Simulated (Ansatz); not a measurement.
The lowest singlet and triplet of CHCl (SMILES [CH]Cl); geometries from B3LYP-D3(BJ)/def2-TZVP, each state relaxed from the structure named, with no frequency check.
Singlet (charge 0, multiplicity 1):
| atom | x (Å) | y (Å) | z (Å) |
|---|---|---|---|
| C | -1.0700 | 0.5280 | 0.0000 |
| Cl | 0.4793 | -0.1649 | 0.0000 |
| H | -1.7283 | -0.3646 | 0.0000 |

A positive gap puts the triplet lower; no zero-point energy. R- takes a restricted singlet. U- takes an unrestricted singlet (broken symmetry where lower, unprojected). The triplet is unrestricted in single-reference levels. Active spaces average the two states.

Correlated levels freeze the cores.

Programs: Ansatz (a first-principles code) with Gaussian orbitals. Values without a source in brackets are computed.

```json
[
 {"level": "U-HF/cc-pV(T+d)Z (spin-contaminated)", "gap E(singlet) − E(triplet), vertical, at the singlet's geometry (eV)": "-0.032"},
 {"level": "R-BHLYP/def2-TZVPP", "gap E(singlet) − E(triplet), vertical, at the singlet's geometry (eV)": "-0.403"},
 {"level": "U-MP2/cc-pV(D+d)Z (spin-contaminated)", "gap E(singlet) − E(triplet), vertical, at the singlet's geometry (eV)": "-0.277"},
 {"level": "U-MP2/cc-pV(Q+d)Z (spin-contaminated)", "gap E(singlet) − E(triplet), vertical, at the singlet's geometry (eV)": "-0.359"},
 {"level": "U-CCSD/cc-pV(Q+d)Z (spin-contaminated)", "gap E(singlet) − E(triplet), vertical, at the singlet's geometry (eV)": "-0.498"},
 {"level": "U-CCSD(T)/cc-pV(T+d)Z (spin-contaminated)", "gap E(singlet) − E(triplet), vertical, at the singlet's geometry (eV)": "-0.543"},
 {"level": "SC-NEVPT2 on SA-CASSCF(2,2)/cc-pV(T+d)Z", "gap E(singlet) − E(triplet), vertical, at the singlet's geometry (eV)": "-0.503"},
 {"level": "FIC-NEVPT4(SD) on SA-CASSCF(2,2)/cc-pV(Q+d)Z", "gap E(singlet) − E(triplet), vertical, at the singlet's geometry (eV)": "(withheld)"},
 {"level": "FIC-MRCISD+Q on SA-CASSCF(2,2)/cc-pV(Q+d)Z", "gap E(singlet) − E(triplet), vertical, at the singlet's geometry (eV)": "(withheld)"}
]
```

**Question.** Fill in the missing entries.

**Answer.** 
- FIC-NEVPT4(SD) on SA-CASSCF(2,2)/cc-pV(Q+d)Z, gap E(singlet) − E(triplet), vertical, at the singlet's geometry (eV): -0.584
- FIC-MRCISD+Q on SA-CASSCF(2,2)/cc-pV(Q+d)Z, gap E(singlet) − E(triplet), vertical, at the singlet's geometry (eV): -0.597

Doubts at one or more of the structures used: a restricted determinant that unrestricted orbitals would lower (R-BHLYP/def2-TZVPP); T1 above 0.05 (U-CCSD/cc-pV(Q+d)Z (spin-contaminated), U-CCSD(T)/cc-pV(T+d)Z (spin-contaminated)).
